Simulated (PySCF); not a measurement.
## Identify the compound

The spectra below were simulated for a compound C7H10F2OSi.

¹H NMR (300 MHz, computed): δ 6.55 (m, 1H), 5.60 (m, 1H), 5.55 (m, 1H), 4.01 (d, 3H), 3.57 (m, 1H), 2.98 (m, 1H), 2.15 (m, 1H), 2.09 (m, 1H).

¹³C{¹H} NMR (computed): δ 167.2, 141.5, 127.3, 96.5, 51.3, 33.7, 17.8.

Non-relativistic, no solvent model, one computed conformer, averaged over atoms made equivalent by symmetry, fast rotation or ring inversion. GIAO PBE0/pcSseg-1 shieldings; GFN2-xTB geometry; PySCF 2.14.

Scale: TMS for ¹H (σref 31.72) and ¹³C (σref 186.93) (reference shieldings calculated alike).

Task: Deduce the structure.

Result: 
Rings plus π bonds: 3 (1 ring in the answer). 7 carbon signals for 7 carbons: no two carbons are equivalent. Carbon types of the structure: 2 × C, 3 × CH, 2 × CH2, leaving 3 H on heteroatoms. δC 167.2: carbonyl carbon. δC 141.5: alkene CH; the olefinic region. δC 127.3: terminal =CH2 carbon; an sp2 carbon of a C=C bond. δC 96.5: fully substituted sp3 carbon bonded to F, α to a carbonyl; the inductive effect lowers its shielding. δC 33.7: sp3 CH2 in a ring; aliphatic region, no heteroatom directly attached. δH 6.55: hydrogen on an alkene CH; a vinylic proton, deshielded by the sp2 carbon and the C=C anisotropy. δH 5.60, 5.55: hydrogen on a terminal =CH2 carbon; olefinic region.

Structure: SMILES C=C[C@@H]1[C@H]([SiH3])C[C@@]1(F)C(=O)F.

The data come from this structure; uniqueness wasn't tested.

Splittings by ¹⁹F in the carbon and heteronuclear signals aren't shown, as no couplings were computed. Shifts are as computed. Against solution values, carbons near 30 ppm lie about +3 ppm off and those near 130 ppm about +5 ppm. Of 1211 compounds with measured shifts, 218 miss one by over three times the rms of a fit or turn the order of signals round; such compounds aren't used in these exercises. Multiplicities follow the n + 1 count of equivalent neighbours, as no J values were calculated; m marks all less simple cases, F and P coupling included.
